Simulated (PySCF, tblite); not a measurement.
Species: C₅H₁₄SSi.
Structure used (GFN2-xTB), in Å, numbered top down from 1:
```xyz
21
C5H14SSi angstrom
C     -2.5363    0.7731   -0.6079
Si    -2.0128   -0.7123    0.4526
C     -0.2705   -0.4082    1.1729
C      0.7766    0.0839    0.1724
C      1.0276   -0.9401   -0.9280
C      2.0741    0.3897    0.9182
S      3.3474    1.1775   -0.1290
H     -2.4524    1.7062   -0.0568
H     -1.9273    0.8636   -1.5031
H     -3.5694    0.6737   -0.9261
H     -2.9365   -0.8657    1.5847
H     -2.0389   -1.9392   -0.3534
H      0.0944   -1.3256    1.6388
H     -0.3558    0.3269    1.9772
H      0.4188    1.0150   -0.2836
H      1.2953   -1.9013   -0.4938
H      0.1397   -1.0733   -1.5400
H      1.8439   -0.6142   -1.5695
H      2.5389   -0.5289    1.2771
H      1.8990    1.0509    1.7680
H      2.6352    2.2654   -0.4165
```

Level of theory: PBE0/pcSseg-1 in PySCF (dipole) on a GFN2-xTB geometry, gas phase.

Masses are those of the commonest isotopes; rigid-rotor values at the optimised geometry. The values belong to one conformer with, in the numbering `[CH3:1][SiH2:2][CH2:3][C@H:4]([CH3:5])[CH2:6][SH:7]`, C1–Si2–C3–C4 -48°, Si2–C3–C4–C5 -63°, C3–C4–C6–S7 -173°, C4–C6–S7–H 61°.

Problem. Give the principal moments of inertia and the rotational constants in cm⁻¹.

Solution. Ia = 137.00, Ib = 743.45, Ic = 761.85 u·Å²; 505379 MHz·u·Å²/I gives 3689, 679.8 and 663.4 MHz, that is A = 0.12305, B = 0.02267, C = 0.02213 cm⁻¹.

Problem. What kind of rotor is it?

Solution. A near-prolate asymmetric top: κ = (2 × 679.8 − 3689 − 663.4)/(3689 − 663.4) = -0.99.

Problem. Is it planar, by Δ = Ic − Ia − Ib?

Solution. Not planar: Δ = Ic − Ia − Ib = -118.59 u·Å². For a rigid frame Δ = −2 Σ m c², so Σ m c² = 59.30 u·Å² lies off the ab plane: 21.91 from hydrogen and 37.39 from heavier atoms. The atom farthest from that plane is 1.99 Å away.

Problem. Give the other two planar moments, Paa and Pbb, and the rms extents of the mass along the axes.

Solution. Paa = Σ m a² = (Ib + Ic − Ia)/2 = 684.15 and Pbb = Σ m b² = (Ia + Ic − Ib)/2 = 77.70 u·Å². With the mass M = 134.06 u, the rms extents √(P/M) along a, b and c are 2.26, 0.76, 0.67 Å.

Problem. Which types of transition are allowed, and where do some lines up to J = 4 fall?

Solution. The dipole components are |μa| = 1.27 D, |μb| = 0.34 D, |μc| = 0.79 D. The squared components, which scale the intensities, stand as 1.00 : 0.07 : 0.39 (a : b : c). Some lines, for components of 0.1 D or more:

```
type  branch         J(Ka,Kc)    MHz  lower level (cm⁻¹)
   b       R  3(0,3) ← 2(1,2)   1036               0.234
   c       Q  3(1,3) ← 3(0,3)   2968               0.269
   c       Q  2(1,2) ← 2(0,2)   2993               0.134
   b       Q  2(1,1) ← 2(0,2)   3042               0.134
   a       R  3(1,3) ← 2(1,2)   4005               0.234
   a       R  4(1,4) ← 3(1,3)   5340               0.368
   b       R  2(1,2) ← 1(0,1)   5679               0.045
   c       Q  4(2,3) ← 4(1,3)   8970               0.551
   b       Q  4(2,2) ← 4(1,3)   8971               0.551
   b       Q  2(2,0) ← 2(1,1)   9027               0.236
   c       R  4(2,3) ← 3(1,3)  14474               0.368
   c       Q  4(3,2) ← 4(2,2)  15086               0.851
   c       R  3(3,0) ← 2(2,0)  19116               0.537
   c       R  3(3,1) ← 2(2,1)  19116               0.537
   b       R  4(3,2) ← 3(2,1)  20459               0.671
   c       R  4(3,2) ← 3(2,2)  20459               0.671
   c       R  4(4,1) ← 3(3,1)  26494               1.175
   b       R  4(4,0) ← 3(3,1)  26494               1.175
```

Problem. Estimate the classical rotational partition function at 25 K, 298.15 K and 500 K.

Solution. Point group C1, symmetry number σ = 1; q = (√π/σ)·√((kT/h)³/(ABC)), k/h = 20836.6 MHz/K: 16300 at 25 K, 673000 at 298.15 K, 1460000 at 500 K.

Its GFN2-xTB frequencies are all real (lowest 53 cm⁻¹). These are rigid-rotor constants of the computed structure; measured ground-state constants (B0) also hold zero-point vibration. A rigid rotor knows nothing of internal rotation, which can split or shift real lines.

The run took 81 s (grids of density and orbitals included) on an Arm Neoverse N1 with one thread, shared host with 64 logical CPUs at a one-minute load of 60, and the process peaked at 0.93 GiB of memory. This is the PBE0/pcSseg-1 job that gave the dipole, with the shieldings it also computed.
